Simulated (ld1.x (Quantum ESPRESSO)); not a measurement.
An all-electron radial function and its pseudo partner (tellurium (Te))

Columns: radius, all-electron u(r) and pseudo u(r) of the 5p shell (level -6.00 eV) of tellurium in the configuration [Kr] 4d10 5s2 5p4; PW91, scalar-relativistic, TM scheme, ld1.x (Quantum ESPRESSO) 7.5.

```
r (bohr)  all-electron   pseudo
   0.115        0.0229  -0.0029
   0.230       -0.1992  -0.0115
   0.345       -0.0554  -0.0261
   0.460        0.1688  -0.0470
   0.575        0.2956  -0.0744
   0.690        0.3018  -0.1088
   0.805        0.2216  -0.1504
   0.920        0.0959  -0.1992
   1.035       -0.0447  -0.2548
   1.150       -0.1812  -0.3160
   1.265       -0.3038  -0.3807
   1.380       -0.4080  -0.4459
   1.495       -0.4929  -0.5080
   1.610       -0.5594  -0.5635
   1.725       -0.6092  -0.6093
   1.840       -0.6443  -0.6437
   1.955       -0.6667  -0.6664
   2.070       -0.6784  -0.6783
   2.185       -0.6812  -0.6812
   2.300       -0.6767  -0.6767
   2.415       -0.6663  -0.6663
   2.530       -0.6514  -0.6514
   2.645       -0.6328  -0.6328
   2.760       -0.6116  -0.6116
   2.875       -0.5885  -0.5885
   2.990       -0.5640  -0.5640
```

Q: How many radial nodes do the two functions have?

A: The all-electron 5p function has n − l − 1 = 3; the pseudo-wave has 0, since the states of the same l below it are removed with the core.

Q: At about which radius was the pseudo-wave matched?

A: 2.30 bohr. The columns agree to 0.0005 from 1.96 bohr on; several derivatives are matched, so the curves merge somewhat inside the radius.

Q: Where does each function peak?

A: Outermost all-electron maximum near 2.19 bohr, pseudo maximum near 2.19 bohr (to the table’s step).

Q: Is the pseudo-wave norm-conserving?

A: Yes: the TM scheme keeps the norm inside the radius equal to the all-electron one, which fixes the energy derivative of the logarithmic derivative at the level.
